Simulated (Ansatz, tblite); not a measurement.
Forces on Si₇H₇⁻ at its r2SCAN-D4/def2-SVPD geometry. Charge -1, multiplicity 1.

The xTB rows come from tblite. The restricted singlet is unstable towards broken spin symmetry in Hartree–Fock (as tested in another run); at PBE0-D4/def2-TZVPD this wasn't settled. The structure comes from a short search, and lower isomers may exist.

GFN2-xTB (tblite), largest force 0.87 eV/Å:

```xyz
14
positions Å, forces eV/Å
Si   -1.492    0.560    2.722    0.287   -0.415   -0.712
Si    1.545    0.796   -1.886    0.203    0.706    0.315
Si   -1.652    0.674    0.310   -0.539    0.237    0.188
Si    0.772   -1.223   -2.092   -0.391   -0.583    0.089
Si    0.550    1.517    0.095    0.250    0.133   -0.352
Si   -0.479   -1.340   -0.108    0.187   -0.153   -0.340
Si    0.557   -0.218    1.707    0.126   -0.021    0.594
H    -2.116   -0.850    2.822   -0.032    0.188    0.151
H    -1.172   -2.652    0.141    0.102    0.139   -0.084
H     2.415    1.568   -2.832   -0.253   -0.197    0.222
H     0.872    2.933    0.492   -0.005   -0.199   -0.106
H     1.150   -2.214   -3.156   -0.096    0.249    0.337
H     1.832   -0.711    2.352    0.021   -0.015   -0.190
H    -2.784    1.159   -0.566    0.138   -0.068   -0.112
```

PBE0-D4/def2-TZVPD (Ansatz), largest force 0.23 eV/Å:

```
Si 0.067 -0.120 -0.190
Si -0.108 -0.170 0.028
Si 0.138 -0.057 0.010
Si 0.066 0.206 0.085
Si -0.086 -0.140 0.055
Si 0.021 0.147 0.059
Si -0.068 0.033 -0.135
H 0.052 0.094 -0.030
H 0.068 0.114 -0.033
H -0.067 -0.062 0.076
H -0.022 -0.124 -0.045
H -0.053 0.079 0.105
H -0.110 0.044 -0.061
H 0.102 -0.044 0.074
```
